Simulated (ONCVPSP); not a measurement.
## Reading a pseudo-wave (Mn (Z = 25))

Columns: radius, all-electron u(r) and pseudo u(r) of the 3p shell (level -54.92 eV) of manganese in the configuration [Ne] 3s2 3p6 3d5 4s1.75 4p0.25; LDA (Perdew-Wang 92), scalar-relativistic, ONCV scheme, ONCVPSP 4.0.1.

| r (bohr) | all-electron | pseudo |
| --- | --- | --- |
| 0.090 | -0.4665 | 0.0363 |
| 0.180 | -0.5569 | 0.1399 |
| 0.270 | -0.2165 | 0.2964 |
| 0.360 | 0.2395 | 0.4843 |
| 0.450 | 0.6345 | 0.6789 |
| 0.540 | 0.9099 | 0.8561 |
| 0.630 | 1.0667 | 0.9962 |
| 0.720 | 1.1274 | 1.0867 |
| 0.810 | 1.1196 | 1.1231 |
| 0.900 | 1.0675 | 1.1086 |
| 0.990 | 0.9896 | 1.0520 |
| 1.080 | 0.8989 | 0.9653 |
| 1.170 | 0.8043 | 0.8617 |
| 1.260 | 0.7115 | 0.7531 |
| 1.350 | 0.6239 | 0.6491 |
| 1.440 | 0.5432 | 0.5554 |
| 1.530 | 0.4703 | 0.4746 |
| 1.620 | 0.4054 | 0.4062 |
| 1.710 | 0.3480 | 0.3480 |
| 1.800 | 0.2979 | 0.2979 |
| 1.890 | 0.2543 | 0.2543 |
| 1.980 | 0.2167 | 0.2166 |
| 2.070 | 0.1842 | 0.1842 |
| 2.160 | 0.1564 | 0.1564 |
| 2.250 | 0.1326 | 0.1326 |
| 2.340 | 0.1123 | 0.1123 |

**Question.** How many radial nodes do the two functions have?

**Answer.** The all-electron 3p function has n − l − 1 = 1; the pseudo-wave has 0, since the states of the same l below it are removed with the core.

**Question.** At about which radius was the pseudo-wave matched?

**Answer.** 1.80 bohr, where the columns begin to agree (steps of 0.09 bohr).

**Question.** Is the pseudo-wave norm-conserving?

**Answer.** Yes: the ONCV scheme keeps the norm inside the radius equal to the all-electron one, which fixes the energy derivative of the logarithmic derivative at the level.
